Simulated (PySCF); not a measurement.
PySCF 2.14 output of an unrestricted PBE calculation on a single atom or ion in cc-pVDZ-X2C, with the spin-free X2C one-electron Hamiltonian (Gaussian nucleus):

```
SCF conv_tol = 1e-09
number electrons alpha = 35  beta = 32
    J. P. Perdew, K. Burke, and M. Ernzerhof.,  Phys. Rev. Lett. 77, 3865 (1996)
    J. P. Perdew, K. Burke, and M. Ernzerhof.,  Phys. Rev. Lett. 78, 1396 (1997)
    J. P. Perdew, K. Burke, and M. Ernzerhof.,  Phys. Rev. Lett. 77, 3865 (1996)
    J. P. Perdew, K. Burke, and M. Ernzerhof.,  Phys. Rev. Lett. 78, 1396 (1997)
cycle= 1 E= -13085.5261344608  delta_E= 0.0524  |g|= 0.89  |ddm|= 0.584
cycle= 2 E= -13085.0829511374  delta_E= 0.443  |g|= 2.16  |ddm|= 0.906
cycle= 3 E= -13085.6150211639  delta_E= -0.532  |g|= 0.0448  |ddm|= 0.638
cycle= 4 E= -13085.6153719406  delta_E= -0.000351  |g|= 0.0254  |ddm|= 0.05
cycle= 5 E= -13085.615469679  delta_E= -9.77e-05  |g|= 0.000491  |ddm|= 0.0112
cycle= 6 E= -13085.6154697248  delta_E= -4.58e-08  |g|= 2.77e-05  |ddm|= 0.000427
cycle= 7 E= -13085.615469725  delta_E= -1.6e-10  |g|= 2.55e-06  |ddm|= 5.39e-05
converged SCF energy = -13085.615469725  <S^2> = 3.7506266  2S+1 = 4.0003133
```

The run itself started from symmetry-adapted Hartree-Fock orbitals and held the occupation by maximum overlap, on a logarithmic radial grid, so the iterations belong to that start.

Which element, charge and spin multiplicity is this?

Er⁺ (erbium, charge +1), multiplicity 4; the state was [Xe] 4f12 6s1, one real determinant.

⟨L²⟩ = 24.02 against 30 for a pure H term, so this real determinant mixes terms. Spin-orbit coupling, absent here, splits the open shell strongly.
